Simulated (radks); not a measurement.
Valence configurations of Hg II (all share [Xe]). Calculated with a radial shooting solver on a logarithmic mesh with Libxc functionals: scalar-relativistic Kohn-Sham, r2SCAN, spin-unpolarised, spherical densities, finite nucleus; meta-GGA in the generalised Kohn-Sham scheme; Fermi nuclear charge, rms radius 5.4648 fm. Energies are relative to 4f14 5d10 6s1; eigenvalues in eV.

| valence | E (eV) | e(4f) | e(5d) | e(6p) | e(6s) |
|---|---|---|---|---|---|
| 4f14 5d10 6s1 | 0.000 | -106.00 | -19.204 | - | -14.632 |
| 4f14 5d9 6s1 6p1 | 13.518 | -111.86 | -23.664 | -8.826 | -17.181 |
| 4f13 5d10 6s2 | 98.605 | -122.17 | -23.395 | - | -16.291 |
| 4f13.5 5d10 6s1.5 | 47.489 | -113.98 | -21.252 | - | -15.456 |
| 4f13 5d10 6s1 6p1 | 107.08 | -124.10 | -25.194 | -8.872 | -17.366 |
| 4f14 5d10 6p1 | 7.642 | -107.93 | -21.014 | -8.079 | - |
| 4f13 5d10 6p2 | 115.62 | -125.91 | -26.876 | -9.758 | - |
| 4f14 5d8 6s1 6p2 | 29.701 | -117.71 | -27.960 | -10.419 | -19.524 |
| 4f13.5 5d10 6s1 6p0.5 | 51.517 | -114.96 | -22.172 | -7.963 | -16.010 |

NIST lists [Xe] 4f14 5d10 6s1 as the ground configuration; this level of theory agrees among the configurations tried. The energies are those of spherical spin-averaged densities, not of single terms.
